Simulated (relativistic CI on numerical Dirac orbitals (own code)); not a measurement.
## Spin-orbit doublets in the photoemission of xenon

Problem. Photoelectron lines from p, d and f shells are doublets, and peak fits need their splitting and area ratio. Find both for the 3d line of xenon, from the calculated spin-orbit constant ζ(3d) = 5.057 eV of the closed-shell ion Xe with one hole. Is the doublet resolved if instrument, lifetime and solid give each line a width of 1.0 eV (assumed)?

Working.
1. One hole with l = 2 gives j = 5/2 and j = 3/2. For a hole the level of higher j has the lower binding energy.
2. The splitting is (l + ½)ζ = 2.5 × 5.057 = 12.64 eV.
3. The areas follow 2j + 1: 6 : 4, so the weaker line has 0.667 of the stronger one's area, if the radial matrix elements are equal.
4. Splitting over width is 12.64: two separate peaks.

Check. The difference of tabulated binding energies of the element (M4 less M5; Elam, Ravel and Sieber, Radiat. Phys. Chem. 63, 121 (2002), rounded to 0.1 eV or more) is 12.6 eV.

All doublets of Xe, calculated as differences of Dirac-Coulomb-Breit total energies with one hole (eV):

| Shell | Calculated | Without Breit and QED | Tabulated, element |
| --- | --- | --- | --- |
| 2p | 320.7 | 324.6 | 321.0 |
| 3p | 62.26 | 63 | 61.5 |
| 3d | 12.68 | 13.01 | 12.6 |
| 4p | 12.4 | 12.56 | 1.2 † |
| 4d | 1.972 | 2.026 | 2.0 |
| 5p | 1.334 | 1.352 | 1.3 |

The Breit and QED terms lower the splittings by 1.2 to 2.7 %. † marks rows where calculation and table differ by more than 10 %: outer shells contract in the ion, shallow p and d holes are shifted by correlation that this model lacks, and small tabulated differences suffer from rounding or from errors of the compilation. The 4p hole of the elements from Cd to Xe decays so fast that 4p1/2 is no sharp line in experiment.
